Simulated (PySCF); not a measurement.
Job file and geometry (Å, from GFN2-xTB) of an NMR shielding run on `[SiH3]N([SiH3])P1CC=CC1`, C4H12NPSi2, GIAO PBE0/pcSseg-1 NMR shielding, non-relativistic, gas phase in PySCF; density fitting, a coarse starting grid and PySCF grid level 2 are the driver's defaults:

```
{"job": {"kind": "nmr", "xc": "PBE0", "basis": "pcSseg-1"}, "charge": 0, "multiplicity": 1}
Si    -1.037414    -0.366873     1.546285
N     -1.149353     0.143568    -0.119335
Si    -2.693534     0.169157    -0.950735
P      0.195412     0.453566    -1.148244
C      1.267244    -1.049077    -0.818708
C      2.052194    -0.754036     0.417038
C      2.061777     0.506038     0.817440
C      1.285170     1.471233    -0.016662
H     -0.385880    -1.674083     1.663685
H     -0.327049     0.632449     2.344663
H     -2.423746    -0.470050     1.997970
H     -3.178867    -1.201179    -1.146247
H     -2.458284     0.825833    -2.232827
H     -3.636820     0.915509    -0.119317
H      0.651009    -1.947418    -0.734652
H      1.938525    -1.192093    -1.673211
H      2.585373    -1.549875     0.914845
H      2.604054     0.862041     1.680490
H      1.961943     2.069621    -0.637526
H      0.683099     2.166347     0.573226
```

Task: What does the program print?

Result: 
```
coarse grid: 17720 points
cycle   1  E = -1133.9530510183  dE =  8.693e-01  |g| = 5.037e-01  |ddm| = 4.161e+00
cycle   2  E = -1133.9022767828  dE =  5.077e-02  |g| = 6.882e-01  |ddm| = 1.042e+00
cycle   3  E = -1134.0091735171  dE = -1.069e-01  |g| = 1.000e-01  |ddm| = 6.939e-01
cycle   4  E = -1134.0110681929  dE = -1.895e-03  |g| = 3.963e-02  |ddm| = 1.267e-01
cycle   5  E = -1134.0114583776  dE = -3.902e-04  |g| = 9.063e-03  |ddm| = 5.191e-02
cycle   6  E = -1134.0114773652  dE = -1.899e-05  |g| = 1.623e-03  |ddm| = 1.169e-02
cycle   7  E = -1134.0114780544  dE = -6.892e-07  |g| = 3.466e-04  |ddm| = 2.431e-03
final grid: 156072 points
cycle   8  E = -1134.0568271334  dE = -3.804e-05  |g| = 8.474e-03  |ddm| = 3.765e-02
cycle   9  E = -1134.0568140933  dE =  1.304e-05  |g| = 1.133e-02  |ddm| = 1.765e-02
cycle  10  E = -1134.0568449493  dE = -3.086e-05  |g| = 1.041e-03  |ddm| = 1.055e-02
cycle  11  E = -1134.0568451632  dE = -2.140e-07  |g| = 4.066e-04  |ddm| = 1.348e-03
cycle  12  E = -1134.0568452004  dE = -3.723e-08  |g| = 8.386e-05  |ddm| = 4.756e-04
cycle  13  E = -1134.0568452021  dE = -1.701e-09  |g| = 2.182e-05  |ddm| = 1.200e-04
cycle  14  E = -1134.0568452023  dE = -1.078e-10  |g| = 6.351e-06  |ddm| = 3.296e-05
converged SCF energy = -1134.0568452023

GIAO shielding tensors (ppm)
atom      isotropic    diamagn.    paramagn.     s11        s22        s33       span
  0 Si     411.731     880.822    -469.090    380.358    395.929    458.908     78.550
  1 N      257.355     332.419     -75.065    220.369    270.130    281.565     61.196
  2 Si     384.187     879.549    -495.362    317.707    369.113    465.741    148.034
  3 P      256.937     965.374    -708.438    193.015    252.235    325.560    132.546
  4 C      143.708     254.487    -110.779    126.199    139.617    165.307     39.108
  5 C       50.542     256.970    -206.427    -57.602     65.529    143.699    201.301
  6 C       50.149     257.201    -207.051    -58.160     64.803    143.806    201.967
  7 C      144.095     254.944    -110.849    125.943    140.930    165.412     39.470
  8 H       27.589      30.972      -3.383     23.399     26.752     32.614      9.215
  9 H       27.568      31.093      -3.525     23.190     26.989     32.525      9.336
 10 H       27.233      30.226      -2.993     22.759     26.125     32.815     10.056
 11 H       26.926      28.875      -1.949     22.821     24.820     33.136     10.316
 12 H       26.542      28.746      -2.204     23.205     25.739     30.681      7.476
 13 H       26.834      29.005      -2.170     22.839     24.929     32.735      9.896
 14 H       29.244      32.572      -3.327     26.195     27.479     34.059      7.864
 15 H       29.037      30.930      -1.893     24.083     26.703     36.325     12.243
 16 H       25.519      31.554      -6.036     23.103     25.486     27.966      4.863
 17 H       25.517      31.572      -6.055     23.096     25.490     27.965      4.870
 18 H       29.026      30.823      -1.796     24.071     26.609     36.399     12.328
 19 H       29.195      32.450      -3.255     26.163     27.309     34.113      7.950
```

Size and cost of the density-fitted run: 217 basis functions, 37 s wall time on 1 thread of an Arm Neoverse V2, shared host.
